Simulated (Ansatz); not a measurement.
Abridged output of a molecular run in Ansatz:

```
Functional definition: HF
954 factors; integrals over basis functions are off by at most 6.9e-4 eV
mean field evaluation 1: about -46977.2985 eV, gradient 1.1e2 eV
mean field evaluation 2: about -46977.4705 eV, gradient 1.1e2 eV
mean field evaluation 4: about -46999.2546 eV, gradient 2.5e1 eV
mean field evaluation 8: about -47000.3719 eV, gradient 1.0e0 eV
mean field evaluation 16: about -47000.4075 eV, gradient 7.7e-6 eV
mean field -47000.40748857 eV, -1727.2331171846 hartree, gradient 2.3e-6 eV, S^2 0.000000; 0 other end points of the search recorded, 0 dependent functions left out; unrestricted orbitals would lower it
unrestricted determinant -47003.50388594 eV, -1727.3469076891 hartree, S^2 1.7616
13 core orbitals not correlated: weight in the atoms' cores, before any rotation towards them, 1.000 or more for the frozen orbitals, at most 0.000 for the correlated occupied ones
reference -47000.40748857 eV, -1727.2331171846 hartree; 20, 20 occupied and 63, 63 virtual orbitals, 954 factors
second order -40.16234370 eV of doubles, -0.00000000 eV of singles
cycle   1  -25.93873622 eV  change     1.4e1 eV  update   6.7e-1
cycle   2  -32.93904895 eV  change    -7.0e0 eV  update   9.0e-1
cycle   3  -33.91878604 eV  change   -9.8e-1 eV  update   9.0e-2
cycle   4  -33.87427366 eV  change    4.5e-2 eV  update   5.6e-2
cycle   5  -33.83959462 eV  change    3.5e-2 eV  update   2.3e-2
cycle   6  -33.91665117 eV  change   -7.7e-2 eV  update   1.2e-2
cycle   7  -33.92074415 eV  change   -4.1e-3 eV  update   4.3e-3
cycle   8  -33.90183616 eV  change    1.9e-2 eV  update   3.1e-3
cycle   9  -33.89732868 eV  change    4.5e-3 eV  update   1.2e-3
cycle  10  -33.89742110 eV  change   -9.2e-5 eV  update   6.3e-4
cycle  11  -33.89776026 eV  change   -3.4e-4 eV  update   4.2e-4
cycle  12  -33.89795259 eV  change   -1.9e-4 eV  update   2.6e-4
cycle  13  -33.89810694 eV  change   -1.5e-4 eV  update   1.7e-4
cycle  14  -33.89826640 eV  change   -1.6e-4 eV  update   9.6e-5
cycle  15  -33.89841075 eV  change   -1.4e-4 eV  update   5.8e-5
cycle  16  -33.89831326 eV  change    9.7e-5 eV  update   4.0e-5
cycle  17  -33.89832451 eV  change   -1.1e-5 eV  update   2.3e-5
perturbative correction -2.78112685 eV, -0.1022045267 hartree
WARN: the results are in doubt because among natural orbitals full CI differs from the method by -0.132 eV
Total energy: -47037.08693993 eV, -1728.5810621598 hartree
In doubt: among natural orbitals full CI differs from the method by -0.132 eV
```

Its atoms:

```xyz
6

O    -1.5954    0.5296    0.7326
Cr   -0.3836    0.0287   -0.0739
O    -0.5945   -1.4399   -0.4919
O     1.0399    0.1803    0.8993
Cl   -0.1810    1.1982   -1.8303
H     1.7146   -0.4969    0.7641
```

(1) Which basis set was used?
A. def2-SVP
B. cc-pV(T+d)Z
C. def2-TZVPP
D. cc-pV(Q+d)Z

(2) Write the keys of the input that set method, charge and spin (a neutral closed shell needs none for the last two).

## Answers

(1) A. It gives 96 functions.

(2) 
```yaml
correlation: {method: ccsd_t}
```
